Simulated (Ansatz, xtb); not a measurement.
**Ranking isomers of CH7NOSi3**

5 gas-phase structures of CH7NOSi3, from a drawn sample of its isomers (lower ones may exist). Each was relaxed with GFN2-xTB; where two conformers were screened, the lower at r2SCAN-D4/def2-SVP is listed:

A. `N#C[Si@@H](O)[SiH2][SiH3]`, a singlet
B. `N#C[Si@@H]([SiH3])[SiH2]O`, a singlet
C. `N#C[SiH2][Si@@H](O)[SiH3]`, a singlet
D. `N#C[Si](O)([SiH3])[SiH3]`, a singlet
E. `N#C[SiH2][SiH2][SiH2]O`, a singlet

Question: Estimate their order in r2SCAN-D4/def2-SVP energy at these geometries, lowest first.

Answer: Calculated order at r2SCAN-D4/def2-SVP: A (0.000), E (0.074), B (0.129), D (0.152), C (0.224) eV. Less than 1 kcal/mol parts B and D, so the order within that pair means little.

Energies above the lowest of each column, in eV; the last columns are at PBE0-D3(BJ)/def2-SVP geometries:

```
structure  GFN2-xTB  HF/STO-3G  r2SCAN-D4/def2-SVP  PBE0-D3(BJ)/def2-SVP  CCSD(T)/def2-SVP + ΔMP2/def2-TZVPP
        A     0.122      0.000               0.000                 0.012                               0.000
        E     0.099      0.161               0.074                 0.000                               0.016
        B     0.000      0.067               0.129                 0.105                               0.083
        D     0.207      0.123               0.152                 0.186                               0.159
        C     0.093      0.146               0.224                 0.213                               0.173
```

CCSD(T)/def2-SVP + ΔMP2/def2-TZVPP puts A lowest, with E within 1 kcal/mol; GFN2-xTB picks B. Flexible structures stand in one conformer each, not always the lowest. ΔMP2 is the change of the MP2 energy from the smaller to the larger basis.

Over these structures GFN2-xTB departs from r2SCAN-D4/def2-SVP by 0.095 eV on average once a common shift is removed. A GFN2-xTB relaxation took about 0.11 s and the r2SCAN-D4/def2-SVP energy about 1.4 s on a shared host (Ansatz 0.2.0, xtb 6.7.1).
